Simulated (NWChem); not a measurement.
System: Si₂NH₆Cl; SMILES N[Si@@H]([SiH3])Cl

Input file for NWChem:

```
start job
memory heap 200 mb stack 900 mb global 1100 mb
geometry units angstroms noautoz
  N     -1.931254     0.314059    -0.400002
  Si    -0.463579     0.088948     0.477942
  Si     0.519192    -1.939614    -0.172658
  Cl     0.978904     1.612461     0.198548
  H     -1.938531     0.208203    -1.408282
  H     -2.577559     1.041357    -0.112460
  H     -0.816123     0.164209     1.916510
  H      1.857889    -2.097925     0.454632
  H      0.674310    -1.968655    -1.653975
  H     -0.345304    -3.081325     0.235124
end
basis spherical
  * library def2-svp
end
dft
  xc xpbe96 cpbe96
  iterations 150
  mulliken
end
task dft energy
```

All runs use the structure optimised with B3LYP/6-31G* (spherical d).

Question: Predict the main results of this run. (PBE/def2-SVP.) Quantities: energy (Ha); highest occupied level (eV); orbital gap (eV); dipole (D).

Answer: 
* **energy (Ha)**: -1096.68
* **highest occupied level (eV)**: -6.33
* **orbital gap (eV)**: 5.63
* **dipole (D)**: 2.07
